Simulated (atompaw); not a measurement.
# Plane-wave convergence, PAW (atompaw) potential for Al (Z = 13)

```json
{
  "Element": "aluminium",
  "Generator": "atompaw 4.2.0.5",
  "Type": "PAW",
  "Functional": "LDA (PW92)",
  "Relativity": "scalar-relativistic",
  "Frozen core": "[Ne]",
  "Valence charge": "3",
  "Reference configuration": "3s2 3p1",
  "Partial waves": "3s (bound): rc 3.00 bohr; 3s channel at -0.25 Ry: rc 3.00 bohr; 3p (bound): rc 3.00 bohr; 3p channel at 0.4 Ry: rc 3.00 bohr",
  "Local potential": "troulliermartins scheme with l = 2 at 0.5 Ry, radius 2.90 bohr",
  "Core correction": "smooth core density matched at 2.95 bohr",
  "Augmentation charge": "gaussian compensation charge, radius 2.20 bohr; PAW radius 3.00 bohr; waves and projectors: custom polynom2 7 10 vanderbiltortho"
}
```

The pseudo-atom Hamiltonian at the reference potential is diagonalised in spherical Bessel functions j_l(qr) that vanish at 20 bohr, with q² up to the cutoff. All-electron valence levels (Ry): 3s -0.5755, 3p -0.2046.

Task: How do the lowest levels (Ry) of each channel move with the cutoff, and are there ghosts?

Result:

```
cutoff (Ry)     s #1     p #1    d #1    f #1  Σ f·Δε (mRy)
          8  -0.5736  -0.2028  0.0468  0.1040           5.6
         10  -0.5741  -0.2037  0.0467  0.1040           3.8
         12  -0.5749  -0.2037  0.0466  0.1040           2.2
         15  -0.5752  -0.2042  0.0466  0.1040           1.1
         18  -0.5752  -0.2044  0.0466  0.1040           0.7
         21  -0.5754  -0.2044  0.0466  0.1040           0.5
         25  -0.5754  -0.2045  0.0466  0.1040           0.3
        400  -0.5755  -0.2046  0.0466  0.1040           0.0
```

Result: no extra level below or beside the all-electron valence levels (s, p, d, f tested); 10 mRy is reached at 8 Ry and 1 mRy at 18 Ry.
